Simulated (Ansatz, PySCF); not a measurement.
Barrier from R1 to the saddle point P1, each structure at its B3LYP-D3(BJ)/def2-TZVP stationary point, reached from a drawn start; harmonic modes at that level show the others as minima.
R1, BiH3 (SMILES [BiH3]) (charge 0, multiplicity 1, Z-matrix in Å and degrees):
```
Bi
H 1 1.7966
H 1 1.7966 2 90.50
H 1 1.7966 2 90.50 3 90.51
```
P1, BiH3, a first-order saddle point (one imaginary mode, 1600i cm⁻¹) (charge 0, multiplicity 1, Z-matrix in Å and degrees):
```
Bi
H 1 1.7087
H 1 1.7087 2 120.00
H 1 1.7087 2 120.00 3 180.00
```

P less R. No zero-point or thermal terms; no spin–orbit coupling. No path was followed down from the saddle.

Cores are frozen in the correlated methods. In cc and def2 sets filled d and f shells under p-block atoms count as core. CBS(a, b) extrapolates the correlation energy as X⁻³ and adds the Hartree–Fock energy of set b.

Programs: Ansatz (a quantum-chemistry and plane-wave program) with Gaussian orbitals; PySCF for the D3/D4 terms. All values are computed, each at the level named. Elements past Kr take the def2 small-core potentials, without spin–orbit coupling.

Problem. What is the computed barrier height (revPBE-D3(BJ)/def2-TZVPP)?

Solution. 61.2 kcal/mol

Problem. What barrier height does CCSD(T)/CBS(def2-TZVPP, def2-QZVPP) give?

Solution. 58.4 kcal/mol

Problem. What barrier height does B3LYP/def2-TZVPP give?

Solution. 61.3 kcal/mol
